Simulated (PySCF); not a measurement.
# From computed data to an observable: entropy of an ideal gas

bromo-dichloro-fluoromethane (CBrCl2F), SMILES FC(Cl)(Cl)Br.

The structure is a stationary point at PBE0-D3(BJ)/def2-SVP.

PBE0-D3(BJ)/def2-SVP (PySCF) gives the harmonic wavenumbers 205, 219, 308, 342, 401, 516, 803, 852, 1174 cm⁻¹ and the rotational temperatures 0.1158, 0.0711, 0.0565 K. The molar mass is 181.81 g/mol, the symmetry number 1, the spin multiplicity 1.

Question: Work out the entropy at 298.15 K and 1 atm in the rigid-rotor, harmonic-oscillator model.

Answer: 
Translation (Sackur–Tetrode at 1 atm): S = R[1.5 ln M + 2.5 ln T − 1.16487] = 173.6 J/(mol K).
Rotation: q = (√π/σ) T^1.5/√(θA θB θC) = 423000, S = R[ln q + 3/2] = 120.2 J/(mol K).
Vibration: with u = 1.4388 ν/T, each mode gives R[u/(e^u − 1) − ln(1 − e^−u)]:
```csv
ν (cm⁻¹),modes,u,S (J/(mol K))
205,1,0.99,8.74
219,1,1.06,8.23
308,1,1.49,5.74
342,1,1.65,5.03
401,1,1.94,4.01
516,1,2.49,2.59
803,1,3.88,0.86
852,1,4.11,0.71
1174,1,5.67,0.19
```
These are all the modes. Sum 36.1 J/(mol K).
Spin: R ln 1 = 0.0 J/(mol K).
Total 329.9 J/(mol K); the program's own thermochemistry gives 329.9. Translation makes up 53 % and vibration 11 %. Anharmonicity, hindered rotation and orbital degeneracy are left out.
